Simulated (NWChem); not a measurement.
The numbers come from NWChem runs, not from measurements. System: tetramethylammonium (C4H12N (+1)), charge 1, spin multiplicity 1, at a geometry optimised with PBE/def2-SVP. Level: RHF/def2-SVP.

The NWChem input:

```
start mol
memory heap 200 mb stack 900 mb global 1100 mb
charge 1
geometry units angstroms nocenter noautoz
  C      1.230985     0.000000    -0.870351
  N      0.000000     0.000000    -0.000002
  C     -1.230985     0.000000    -0.870351
  C      0.000000    -1.230984     0.870352
  C      0.000000     1.230984     0.870352
  H      1.223839    -0.904615    -1.504860
  H      2.128283     0.000000    -0.225478
  H      1.223839     0.904615    -1.504860
  H     -2.128283     0.000000    -0.225478
  H     -1.223839    -0.904615    -1.504860
  H     -1.223839     0.904615    -1.504860
  H      0.000000    -2.128284     0.225480
  H      0.904615    -1.223835     1.504861
  H     -0.904615    -1.223835     1.504861
  H      0.904615     1.223835     1.504861
  H      0.000000     2.128284     0.225480
  H     -0.904615     1.223835     1.504861
  symmetry group C2v
end
basis spherical
  * library def2-svp
end
scf
  rhf
  nopen 0
  maxiter 100
  thresh 1e-7
  semidirect memsize 60000000 filesize 0
end
task scf energy
```

NWChem printed:

```
             Northwest Computational Chemistry Package (NWChem) 7.3.0
             --------------------------------------------------------

                                NWChem Input Module
                                -------------------

 Scaling coordinates for geometry "geometry" by  1.889725989
 (inverse scale =  0.529177249)

 Turning off AUTOSYM since
 SYMMETRY directive was detected!

                             Geometry "geometry" -> ""
                             -------------------------

 Output coordinates in angstroms (scale by  1.889725989 to convert to a.u.)

  No.       Tag          Charge          X              Y              Z
 ---- ---------------- ---------- -------------- -------------- --------------
    1 C                    6.0000     1.23098500     0.00000000    -0.87035100
    2 N                    7.0000     0.00000000     0.00000000    -0.00000200
    3 C                    6.0000    -1.23098500     0.00000000    -0.87035100
    4 C                    6.0000     0.00000000    -1.23098400     0.87035200
    5 C                    6.0000     0.00000000     1.23098400     0.87035200
    6 H                    1.0000     1.22383900    -0.90461500    -1.50486000
    7 H                    1.0000     2.12828300     0.00000000    -0.22547800
    8 H                    1.0000     1.22383900     0.90461500    -1.50486000
    9 H                    1.0000    -2.12828300     0.00000000    -0.22547800
   10 H                    1.0000    -1.22383900    -0.90461500    -1.50486000
   11 H                    1.0000    -1.22383900     0.90461500    -1.50486000
   12 H                    1.0000     0.00000000    -2.12828400     0.22548000
   13 H                    1.0000     0.90461500    -1.22383500     1.50486100
   14 H                    1.0000    -0.90461500    -1.22383500     1.50486100
   15 H                    1.0000     0.90461500     1.22383500     1.50486100
   16 H                    1.0000     0.00000000     2.12828400     0.22548000
   17 H                    1.0000    -0.90461500     1.22383500     1.50486100

 Effective nuclear repulsion energy (a.u.)     212.4638746356

            Nuclear Dipole moment (a.u.)
            ----------------------------
        X                 Y               Z
 ---------------- ---------------- ----------------
     0.0000000000     0.0000000000     0.0000113384

      Symmetry information
      --------------------

 Group name             C2v
 Group number             16
 Group order               4
 No. of unique centers     7

      Symmetry unique atoms

     1    2    4    6    7   12   13


 Summary of "ao basis" -> "" (spherical)
 ------------------------------------------------------------------------------
       Tag                 Description            Shells   Functions and Types
 ---------------- ------------------------------  ------  ---------------------
 *                          def2-svp                  on all atoms

 Summary of "ao basis" -> "ao basis" (spherical)
 ------------------------------------------------------------------------------
       Tag                 Description            Shells   Functions and Types
 ---------------- ------------------------------  ------  ---------------------
 C                          def2-svp                 6       14   3s2p1d
 N                          def2-svp                 6       14   3s2p1d
 H                          def2-svp                 3        5   2s1p

                                 NWChem SCF Module
                                 -----------------

  ao basis        = "ao basis"
  functions       =   130
  atoms           =    17
  closed shells   =    21
  open shells     =     0
  charge          =   1.00
  wavefunction    = RHF
  use symmetry    = T
  symmetry adapt  = T

 Summary of "ao basis" -> "ao basis" (spherical)
 ------------------------------------------------------------------------------
       Tag                 Description            Shells   Functions and Types
 ---------------- ------------------------------  ------  ---------------------
 C                          def2-svp                 6       14   3s2p1d
 N                          def2-svp                 6       14   3s2p1d
 H                          def2-svp                 3        5   2s1p

      Symmetry analysis of basis
      --------------------------

        a1         45
        a2         21
        b1         32
        b2         32

 Forming initial guess at       0.0s

      Superposition of Atomic Density Guess
      -------------------------------------

 Sum of atomic energies:        -210.73477180

 Renormalizing density from      43.00 to     42

      Non-variational initial energy
      ------------------------------

 Total energy =    -210.718569
 1-e energy   =    -686.134761
 2-e energy   =     262.952318
 HOMO         =      -0.705175
 LUMO         =      -0.174747

      Symmetry analysis of molecular orbitals - initial
      -------------------------------------------------

  Numbering of irreducible representations:

     1 a1          2 a2          3 b1          4 b2

  Orbital symmetries:

     1 a1          2 a1          3 b1          4 b2          5 a1
     6 a1          7 b1          8 b2          9 a1         10 a1
    11 b1         12 b2         13 a1         14 a2         15 a1
    16 b1         17 b2         18 a1         19 a2         20 b1
    21 b2         22 a1         23 a1         24 a1         25 b2
    26 b1         27 b2         28 b1         29 a1         30 b2
    31 b1

 Starting SCF solution at       0.7s

 ----------------------------------------------
         Quadratically convergent ROHF

 Convergence threshold     :          1.000E-07
 Maximum no. of iterations :          100
 Final Fock-matrix accuracy:          1.000E-09
 ----------------------------------------------

              iter       energy          gnorm     gmax       time
             ----- ------------------- --------- --------- --------
                 1     -212.4426865191  1.07D+00  2.05D-01      0.7
                 2     -212.5204077189  3.58D-01  6.45D-02      0.8
                 3     -212.5300003242  2.87D-02  5.60D-03      1.0
                 4     -212.5300699692  1.69D-04  4.06D-05      1.3
                 5     -212.5300699730  4.83D-09  9.72D-10      1.7

       Final RHF  results
       ------------------

         Total SCF energy =   -212.530069972955
      One-electron energy =   -697.479983939295
      Two-electron energy =    272.486039330759
 Nuclear repulsion energy =    212.463874635581

        Time for solution =      1.0s

       Symmetry analysis of molecular orbitals - final
       -----------------------------------------------

  Numbering of irreducible representations:

     1 a1          2 a2          3 b1          4 b2

  Orbital symmetries:

     1 a1          2 b2          3 a1          4 b1          5 a1
     6 a1          7 b1          8 b2          9 a1         10 a1
    11 b1         12 b2         13 a1         14 a2         15 a1
    16 a2         17 b1         18 b2         19 b1         20 b2
    21 a1         22 a1         23 b1         24 b2         25 a1
    26 b2         27 b1         28 a1         29 a1         30 a2
    31 a1

             Final eigenvalues
             -----------------

              1
    1  -15.8728
    2  -11.4682
    3  -11.4682
    4  -11.4682
    5  -11.4682
    6   -1.4980
    7   -1.1611
    8   -1.1611
    9   -1.1611
   10   -1.0112
   11   -0.8691
   12   -0.8691
   13   -0.8691
   14   -0.7777
   15   -0.7776
   16   -0.7296
   17   -0.7296
   18   -0.7296
   19   -0.7215
   20   -0.7215
   21   -0.7215
   22   -0.0178
   23    0.0461
   24    0.0461
   25    0.0462
   26    0.0700
   27    0.0700
   28    0.0700
   29    0.0774
   30    0.1127
   31    0.1127

                       ROHF Final Molecular Orbital Analysis
                       -------------------------------------

 Vector   19  Occ=2.000000D+00  E=-7.215223D-01  Symmetry=b1
              MO Center=  8.3D-17, -2.1D-17,  2.8D-01, r^2= 3.3D+00
   Bfn.  Coefficient  Atom+Function         Bfn.  Coefficient  Atom+Function
  ----- ------------  ---------------      ----- ------------  ---------------
    18      0.325966   2 N  px                4      0.236049   1 C  px
    32      0.236049   3 C  px               21     -0.224334   2 N  px
    46      0.190537   4 C  px               60      0.190537   5 C  px
    76      0.157884   7 H  s                86     -0.157884   9 H  s
   106      0.154508  13 H  s               111     -0.154508  14 H  s

 Vector   20  Occ=2.000000D+00  E=-7.215210D-01  Symmetry=b2
              MO Center= -7.1D-16,  2.0D-12, -2.8D-01, r^2= 3.3D+00
   Bfn.  Coefficient  Atom+Function         Bfn.  Coefficient  Atom+Function
  ----- ------------  ---------------      ----- ------------  ---------------
    19      0.325967   2 N  py               47      0.236049   4 C  py
    61      0.236049   5 C  py               22     -0.224335   2 N  py
     5      0.190537   1 C  py               33      0.190537   3 C  py
   101     -0.157883  12 H  s               121      0.157883  16 H  s
    71     -0.154508   6 H  s                81      0.154508   8 H  s

 Vector   21  Occ=2.000000D+00  E=-7.215106D-01  Symmetry=a1
              MO Center= -4.8D-13, -1.5D-12, -7.3D-06, r^2= 3.4D+00
   Bfn.  Coefficient  Atom+Function         Bfn.  Coefficient  Atom+Function
  ----- ------------  ---------------      ----- ------------  ---------------
    20      0.325966   2 N  pz               23     -0.224327   2 N  pz
     6      0.213292   1 C  pz               34      0.213292   3 C  pz
    48      0.213290   4 C  pz               62      0.213290   5 C  pz

 Vector   22  Occ=0.000000D+00  E=-1.776697D-02  Symmetry=a1
              MO Center=  8.0D-15,  1.3D-15,  3.1D-06, r^2= 7.8D+00
   Bfn.  Coefficient  Atom+Function         Bfn.  Coefficient  Atom+Function
  ----- ------------  ---------------      ----- ------------  ---------------
     3      1.093813   1 C  s                31      1.093813   3 C  s
    45      1.093814   4 C  s                59      1.093814   5 C  s
    72     -0.511689   6 H  s                77     -0.511749   7 H  s
    82     -0.511689   8 H  s                87     -0.511749   9 H  s
    92     -0.511689  10 H  s                97     -0.511689  11 H  s

 Vector   23  Occ=0.000000D+00  E= 4.614737D-02  Symmetry=b1
              MO Center= -8.7D-14,  1.1D-16,  1.2D+00, r^2= 6.5D+00
   Bfn.  Coefficient  Atom+Function         Bfn.  Coefficient  Atom+Function
  ----- ------------  ---------------      ----- ------------  ---------------
   107      0.849632  13 H  s               112     -0.849632  14 H  s
   117      0.849632  15 H  s               127     -0.849632  17 H  s
    77      0.803426   7 H  s                87     -0.803426   9 H  s
    49     -0.725660   4 C  px               63     -0.725660   5 C  px
     7     -0.466253   1 C  px               35     -0.466253   3 C  px

 Vector   24  Occ=0.000000D+00  E= 4.614752D-02  Symmetry=b2
              MO Center=  4.4D-17,  7.3D-13, -1.2D+00, r^2= 6.5D+00
   Bfn.  Coefficient  Atom+Function         Bfn.  Coefficient  Atom+Function
  ----- ------------  ---------------      ----- ------------  ---------------
    72      0.849632   6 H  s                82     -0.849632   8 H  s
    92      0.849632  10 H  s                97     -0.849632  11 H  s
   102      0.803427  12 H  s               122     -0.803427  16 H  s
     8      0.725660   1 C  py               36      0.725660   3 C  py
    50      0.466256   4 C  py               64      0.466256   5 C  py

 center of mass
 --------------
 x =   0.00000000 y =   0.00000000 z =   0.00000010

 moments of inertia (a.u.)
 ------------------
         391.598665664325           0.000000000000           0.000000000000
           0.000000000000         391.598986977049          -0.000000000000
           0.000000000000          -0.000000000000         391.636715049422

  Mulliken analysis of the total density
  --------------------------------------

    Atom       Charge   Shell Charges
 -----------   ------   -------------------------------------------------------
    1 C    6     5.92   1.99  0.87  0.23  1.98  0.81  0.04
    2 N    7     7.63   1.99  0.97  0.65  2.38  1.59  0.04
    3 C    6     5.92   1.99  0.87  0.23  1.98  0.81  0.04
    4 C    6     5.92   1.99  0.87  0.23  1.98  0.81  0.04
    5 C    6     5.92   1.99  0.87  0.23  1.98  0.81  0.04
    6 H    1     0.89   0.74  0.13  0.03
    7 H    1     0.89   0.74  0.13  0.03
    8 H    1     0.89   0.74  0.13  0.03
    9 H    1     0.89   0.74  0.13  0.03
   10 H    1     0.89   0.74  0.13  0.03
   11 H    1     0.89   0.74  0.13  0.03
   12 H    1     0.89   0.74  0.13  0.03
   13 H    1     0.89   0.74  0.13  0.03
   14 H    1     0.89   0.74  0.13  0.03
   15 H    1     0.89   0.74  0.13  0.03
   16 H    1     0.89   0.74  0.13  0.03
   17 H    1     0.89   0.74  0.13  0.03

       Multipole analysis of the density wrt the origin
       ------------------------------------------------

     L   x y z        total         open         nuclear
     -   - - -        -----         ----         -------
     0   0 0 0      1.000000      0.000000     43.000000

     1   1 0 0      0.000000      0.000000      0.000000
     1   0 1 0     -0.000000      0.000000      0.000000
     1   0 0 1      0.000003      0.000000      0.000011

     2   2 0 0    -19.524073      0.000000    130.370654
     2   1 1 0      0.000000      0.000000      0.000000
     2   1 0 1     -0.000000      0.000000      0.000000
     2   0 2 0    -19.524080      0.000000    130.370439
     2   0 1 1     -0.000000      0.000000      0.000000
     2   0 0 2    -19.525064      0.000000    130.345582

 Task  times  cpu:        1.7s     wall:        1.7s

 Total times  cpu:        1.7s     wall:        1.7s
```
